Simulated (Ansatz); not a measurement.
One change: `C[SiH2][SiH](N)Cl` becomes `CS[SiH](N)Cl`.

Ansatz, PBE0-D4/def2-TZVP geometries, multiplicity 1. Each molecule was computed in one conformer, which needn't be the lowest.

| property | `C[SiH2][SiH](N)Cl` |
| --- | --- |
| size of the dipole moment (PBE/def2-TZVPP) / D | 1.22 |
| HOMO energy (PBE/def2-TZVPP) / eV | -6.41 |
| ideal-gas entropy at 298 K and 1 bar (rigid rotor, harmonic PBE0-D4/def2-TZVP) / J/(mol·K) | 394 |
| HOMO energy (ωB97M-V/def2-TZVPP) / eV | -9.77 |
| LUMO energy (ωB97M-V/def2-TZVPP) / eV | 1.46 |
| size of the dipole moment (ωB97M-V/def2-TZVPP) / D | 1.26 |

(1) Give the same properties after the change, and the shifts. (Best estimate.)

Results:

(1) Ansatz gave: 
```json
{"property": "size of the dipole moment (PBE/def2-TZVPP) / D", "`CS[SiH](N)Cl`": "2.46", "shift": "1.24"}
{"property": "HOMO energy (PBE/def2-TZVPP) / eV", "`CS[SiH](N)Cl`": "-5.93", "shift": "0.48"}
{"property": "ideal-gas entropy at 298 K and 1 bar (rigid rotor, harmonic PBE0-D4/def2-TZVP) / J/(mol·K)", "`CS[SiH](N)Cl`": "377", "shift": "-17"}
{"property": "HOMO energy (ωB97M-V/def2-TZVPP) / eV", "`CS[SiH](N)Cl`": "-9.33", "shift": "0.44"}
{"property": "LUMO energy (ωB97M-V/def2-TZVPP) / eV", "`CS[SiH](N)Cl`": "1.99", "shift": "0.53"}
{"property": "size of the dipole moment (ωB97M-V/def2-TZVPP) / D", "`CS[SiH](N)Cl`": "2.46", "shift": "1.20"}
```

With PBE0 the HOMO rises by 0.54 eV and the LUMO rises by 0.40 eV, so the gap narrows by about 0.14 eV. PBE moves the HOMO by 0.48 eV and ωB97M-V by 0.44 eV. The zero-point energy changes by -38.7 kJ/mol with -6 modes. Dipoles are sizes alone; their direction can turn. Modes under 60 cm⁻¹, often nearly free rotors, make the harmonic entropy too high.

Positive LUMOs are unbound, so they and the gaps depend on the basis.
